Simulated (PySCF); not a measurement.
PySCF input file for Si(F)2(H)(SeH) (F₂H₂SeSi), SMILES [SiH](F)([SeH])F, HF/pcSseg-1. Geometry optimised at B3LYP-D3(BJ)/def2-SVP. The values are those of a single conformer.

```python
import numpy as np
from pyscf import gto, scf, dft
from pyscf.prop.nmr import rhf as nmr

mol = gto.M(
    atom='''
    Si   -0.84371306    0.44638764    0.40374635
    F    -1.97998458   -0.62266820   -0.00997770
    F    -1.09206388    1.78084448   -0.47189424
    Se    1.13477177   -0.53280279   -0.10508188
    H    -1.00434945    0.82081715    1.82212153
    H     1.88252858    0.62146431    0.43506121
    ''',
    basis='pcSseg-1',
    charge=0,
    spin=0,
    max_memory=1600,
    verbose=3,
)
mf = scf.RHF(mol)
mf.conv_tol = 1e-10
mf.max_cycle = 100
mf.kernel()
n = nmr.NMR(mf)
n.verbose = 2
n.max_cycle_cphf = 60
sigma = n.kernel()
print('atom   isotropic/ppm   span/ppm')
for i, s in enumerate(sigma):
    w = np.linalg.eigvalsh((s + s.T) / 2)
    print(f'{mol.atom_symbol(i):2s}{i + 1:3d} {w.mean():14.3f} {w[2] - w[0]:11.3f}')
```

Log of the run:

```
converged SCF energy = -2888.65254525327
atom   isotropic/ppm   span/ppm
Si  1        405.075     100.160
F   2        355.048     115.169
F   3        336.832     114.837
Se  4       2185.996     559.577
H   5         26.611      11.144
H   6         30.592      24.442
```

The calculation finished and met its thresholds.

Cost: roughly 15 core-seconds.
